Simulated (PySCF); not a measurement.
3-fluoropenta-1,2,4-triene (C5H5F), SMILES C(=C)C(F)=C=C. Geometry optimised at PBE0-D3(BJ)/def2-SVP. Other conformers were not sampled.

Computed equilibrium geometry at PBE0-D3(BJ)/def2-SVP (PySCF confirms it by a frequency run) as Cartesian coordinates in Å, and its point group (one conformer of several):
point group Cs.
```xyz
11

C     -0.4088     2.5911     0.0000
C     -0.0943     1.3244     0.0000
C      0.1875     0.0346     0.0000
F      1.4669    -0.3706     0.0000
C     -0.8000    -1.0334     0.0000
C     -0.4805    -2.3330     0.0000
H     -0.5447     3.1489    -0.9352
H     -0.5447     3.1489     0.9352
H     -1.8433    -0.7061     0.0000
H      0.5627    -2.6568     0.0000
H     -1.2554    -3.1021     0.0000
```
